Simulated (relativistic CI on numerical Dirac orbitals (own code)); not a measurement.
Computed by Dirac equation for one electron, model QED (radiative potential, 1s self-energy scaled to tabulated hydrogen-like ionisation energies) (own radial code, finite nucleus).

Configuration list: 1s, 2s, 2p, 3s, 3p, 3d, 4s, 4p, 4d, 4f, 5s, 5p, 5d, 5f, 5g, 6s, 6p, 6d. Levels of other configurations are missing.

Outline of the computed level scheme of Ne X. Lowest level of each configuration: 1s ²S1/2 at 0.00 eV; 2p ²P°1/2 at 1021.50 eV; 2s ²S1/2 at 1021.52 eV; 3p ²P°1/2 at 1210.83 eV; 3s ²S1/2 at 1210.83 eV; 3d ²D3/2 at 1210.96 eV; 4p ²P°1/2 at 1277.07 eV; 4s ²S1/2 at 1277.08 eV; 4d ²D3/2 at 1277.13 eV.

Some strong electric-dipole decays among the lowest 14 levels: 2p ²P°1/2 → 1s ²S1/2 (6.3e+12 s⁻¹); 2p ²P°3/2 → 1s ²S1/2 (6.3e+12 s⁻¹); 3p ²P°3/2 → 1s ²S1/2 (1.7e+12 s⁻¹); 3p ²P°1/2 → 1s ²S1/2 (1.7e+12 s⁻¹); 4p ²P°3/2 → 1s ²S1/2 (6.8e+11 s⁻¹); 4p ²P°1/2 → 1s ²S1/2 (6.8e+11 s⁻¹); 3d ²D5/2 → 2p ²P°3/2 (6.5e+11 s⁻¹); 3d ²D3/2 → 2p ²P°1/2 (5.4e+11 s⁻¹).
